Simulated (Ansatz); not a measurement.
Start from `Cl[SiH2][O][SnH3]` and change one atom or group to get `F[SiH2]O[SiH2]Cl`.

Ansatz, PBE0-D4/def2-TZVP geometries, multiplicity 1. Each molecule was computed in one conformer, which needn't be the lowest.

Elements past krypton have def2 core potentials.

```tsv
property	`Cl[SiH2][O][SnH3]`
LUMO energy (PBE/def2-TZVPP) / eV	-1.60
size of the dipole moment (ωB97M-V/def2-TZVPP) / D	2.16
HOMO–LUMO gap (B3LYP/def2-TZVPP) / eV	7.12
HOMO–LUMO gap (ωB97M-V/def2-TZVPP) / eV	11.33
LUMO energy (PBE0/def2-TZVPP) / eV	-0.79
HOMO energy (PBE/def2-TZVPP) / eV	-6.96
```

**Question.** What does the change do to each property? (Estimate.)

**Answer.** Ansatz gave: 
| property | `F[SiH2]O[SiH2]Cl` | shift |
| --- | --- | --- |
| LUMO energy (PBE/def2-TZVPP) / eV | -0.73 | 0.87 |
| size of the dipole moment (ωB97M-V/def2-TZVPP) / D | 1.33 | -0.83 |
| HOMO–LUMO gap (B3LYP/def2-TZVPP) / eV | 8.76 | 1.64 |
| HOMO–LUMO gap (ωB97M-V/def2-TZVPP) / eV | 13.18 | 1.85 |
| LUMO energy (PBE0/def2-TZVPP) / eV | 0.16 | 0.95 |
| HOMO energy (PBE/def2-TZVPP) / eV | -7.65 | -0.69 |

With PBE0 the HOMO falls by 0.69 eV and the LUMO rises by 0.95 eV, so the gap widens by about 1.64 eV. PBE moves the HOMO by -0.69 eV and ωB97M-V by -0.68 eV. Dipoles are sizes alone; their direction can turn.

B3LYP here is the variant with VWN-RPA as its local correlation; programs differ in this.
